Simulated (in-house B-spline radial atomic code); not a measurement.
The numbers below are computed, except where a source is named.
Ne in an electron gas of r_s = 1.65: phase shifts, screening and friction

A nucleus sits in a uniform electron gas with a rigid positive background. The Kohn-Sham equations are solved self-consistently in the spin-unpolarised LDA (PW92), non-relativistic, on B-splines with outgoing waves at the boundary and partial waves to l = 8. The model has no lattice, no bands and no magnetic solution. Atomic units; δ_l are the phase shifts at the Fermi level, counted so that each bound state adds π, and good to about 0.0005.

The density parameter is r_s = 1.65 bohr.

```
l  δ_l (rad)
0     5.2508
1     2.8424
2     0.2754
3     0.0559
4     0.0125
5     0.0032
6     0.0008
7     0.0003
8     0.0001
```

Bound levels below the band bottom (hartree): s -29.94, s -1.105, p -0.2819.

(1) Check the Friedel sum rule, and say where the screening charge sits.

(2) Find the transport cross section and the electronic stopping of a 10 keV Ne ion (mass 20.18 u).

Results:

(1) k_F = (9π/4)^(1/3)/r_s = 1.16313. The rule is Z = (2/π) Σ (2l + 1) δ_l. The terms are s 3.343, p 5.429, d 0.877, f 0.249 and 0.105 beyond, in all 10.002 against Z = 10. Bound states hold 4 s, 6 p, 0 d electrons, so the scattering states carry 0.00 in all; where a term is smaller than its bound count, the bound level has drawn weight out of the band.

(2) σ_tr = (4π/k_F²) Σ (l + 1) sin²(δ_l − δ_(l+1)). The terms for l = 0 to 3 are 0.4479, 0.5908, 0.1422, 0.0075, all together 1.1889, so σ_tr = 9.289 × 1.1889 = 11.043 bohr². With n = 3/(4π r_s³) = 0.05314, the friction coefficient is Q = n k_F σ_tr = 0.6826. For v well below v_F = 1.163, dE/dx = Q v; with 24801 eV per u at v = 1, v = √(10000/(24801 × 20.18)) = 0.1414, so dE/dx = 0.09649 hartree/bohr = 49.6 eV/nm. The largest term couples the p and d waves.
